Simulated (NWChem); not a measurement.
System: C$_{2}$H$_{5}$ClSi$_{2}$; SMILES C#C[Si@@H]([SiH3])Cl

Results from NWChem. Coordinates come from a PBE-D3(BJ)/def2-SVP optimisation. Field at 589 nm.

### Question
Predict the results for B3LYP/def2-SVPD. Quantities: isotropic polarisability (bohr³); anisotropy (bohr³).

### Answer
isotropic polarisability (bohr³): 99.8
anisotropy (bohr³): 33.5
